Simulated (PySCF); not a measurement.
C7H12.
Numbering: `[CH3:1][C@@H:2]1[C@H:3]2[CH2:4][CH2:5][CH2:6][C@@H:7]12` (hydrogens: H8, H9, H10 on C1; H11 on C2; H12 on C3; H13, H14 on C4; H15, H16 on C5; H17, H18 on C6; H19 on C7)

Computed with PySCF at PBE0/def2-SVPD, non-relativistic, on one gas-phase PBE0-D3(BJ)/def2-SVP geometry that isn't relaxed in the solvent. The solvent is an IEF-PCM continuum (Bondi radii, 1.10 Å for H, scaled by 1.2). The model holds no explicit solvent molecules, cavitation or dispersion.

Gas phase at PBE0/def2-SVPD: HOMO -7.45 eV, LUMO 0.87 eV, dipole 0.09 D.

Q: What does the continuum do to the energy, the frontier levels and the dipole at PBE0/def2-SVPD in dichloromethane and acetonitrile?

A: 
```json
{"solvent": "dichloromethane", "ε": "8.93", "E(solvent) − E(gas) (kcal/mol)": "-0.91", "polarisation term (kcal/mol)": "-0.95", "distortion of the solute (kcal/mol)": "0.04", "HOMO (eV)": "-7.38", "LUMO (eV)": "0.97", "dipole (D)": "0.11"}
{"solvent": "acetonitrile", "ε": "35.69", "E(solvent) − E(gas) (kcal/mol)": "-1.05", "polarisation term (kcal/mol)": "-1.11", "distortion of the solute (kcal/mol)": "0.06", "HOMO (eV)": "-7.38", "LUMO (eV)": "0.98", "dipole (D)": "0.12"}
```

Polarisation term: ½ Σ q·V over the induced surface charges. Distortion: the rise of the solute's own energy as its density leaves the gas-phase optimum. From dichloromethane to acetonitrile the lowering changes by a factor 1.16, Onsager's factor (ε − 1)/(2ε + 1) by 1.14 and ε itself by 4.0.

Q: How does the static polarisability (PBE0/def2-SVPD, frozen core, with the continuum's full static response) change?

A: 
```csv
medium,isotropic (au),principal values (au),⟨r²⟩ of the electrons (bohr²)
gas,78.7,"70.4, 76.9, 88.7",787.4
dichloromethane,102.7,"95.3, 102.2, 110.6",787.1
acetonitrile,107.4,"100.9, 107.3, 114.2",787.1
```

The isotropic value in acetonitrile is 1.37 times the gas-phase one; no cavity-field correction is applied. ⟨r²⟩ is taken about the centre of nuclear charge.
